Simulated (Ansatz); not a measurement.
Input file for Ansatz (an electronic-structure program): R-wB97X-V/def2-TZVPP on NiF+, 2S+1 = 1, a spin state set in the input, which need not be the lowest, a point of a bond scan (R = 1.643 Å). Charge +1.

Ansatz 0.2 input:
```yaml
crystal:
  periodic: [false, false, false]
  atoms:
    - {symbol: Ni, position_ang: [0.00000000, 0.00000000, 0.00000000]}
    - {symbol: F, position_ang: [0.00000000, 0.00000000, 1.64250000]}
basis:
  gaussian:
    orbitals: def2-TZVPP
    pivot_positions_ang: [[0.00000000, 0.00000000, 0.00000000], [0.00000000, 0.00000000, 1.64250000]]
hamiltonian:
  xc: {name: wB97X-V}
total_charge: 1
output: {forces: true, orbitals: {seedname: ./end}}
```

Task: Predict the final total energy.

Result: -1607.6350 hartree.

Task: How many basis functions does it have, and what does it roughly cost on one machine?

Result: 95 functions; very roughly 10 core-seconds.
